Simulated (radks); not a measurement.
Effect of the nuclear size on the scandium ion Sc4+, [Ne] 3s2 3p5. Calculated with a radial shooting solver on a logarithmic mesh with Libxc functionals: Dirac Kohn-Sham, PBE, spin-unpolarised, spherical densities, finite nucleus; open shells are shared between the two j in proportion to 2j + 1; Fermi nuclear charge, rms radius 3.5459 fm. The rms radius is varied about that value; shifts are against it.

rms radius (fm)  total energy shift (eV)  density at nucleus (e/bohr^3)  1s1/2 shift (meV)  2s1/2 shift (meV)  2p1/2 shift (meV)  3s1/2 shift (meV)
2.9218                           -0.0125                           7305              -5.27             -0.429              0.062             -0.060
3.2303                          -0.00661                           7284              -2.79             -0.227              0.033             -0.032
3.5459                                 0                           7265              0.000              0.000              0.000              0.000
3.7055                           0.00357                           7256               1.51              0.123             -0.018              0.017
4.0281                            0.0113                           7238               4.74              0.386             -0.056              0.054

Slopes of the eigenvalues against <r^2> in GHz/fm^2, as finite differences over the two radii next to the reference (eigenvalue slopes, not the field-shift constants of lines): 1s1/2 315, 2s1/2 25.6, 2p1/2 -3.72, 3s1/2 3.58.
